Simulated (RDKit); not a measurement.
A run for RDKit: UFF on AsH7OSi (a complex), monomers drawn apart or pushed together.

```python
from rdkit import Chem
from rdkit.Chem import AllChem, rdDetermineBonds

blocks = [
'''4

As   -0.09349047    0.05961392    0.40917591
H    -0.22659116    0.08116487   -1.11311202
H    -0.25723942   -1.45187726    0.46913624
H     1.42486738   -0.04103526    0.33434219
''',
'''6

O     0.89686475   -0.89866457    4.71802958
Si   -0.11168621    0.09333710    5.58018548
H     1.84027973   -0.85016843    4.88943301
H     0.02451427   -0.14891247    7.03834376
H    -1.47808351   -0.24066508    5.13770816
H     0.17602707    1.52436307    5.32047553
''',
]
mol = None
for b in blocks:
    f = Chem.MolFromXYZBlock(b)
    rdDetermineBonds.DetermineBonds(f, charge=0)
    mol = f if mol is None else Chem.CombineMols(mol, f)
Chem.SanitizeMol(mol)
print(Chem.MolToSmiles(Chem.RemoveHs(mol)))
ff = AllChem.UFFGetMoleculeForceField(mol, vdwThresh=100.0, ignoreInterfragInteractions=False)
e = ff.CalcEnergy()
print(f'UFF energy {e:.6f} kcal/mol')
```

It printed:

```
O[SiH3].[AsH3]
UFF energy 5.881900 kcal/mol
```

The run finished.

Cost: very roughly 0.020 core-seconds.
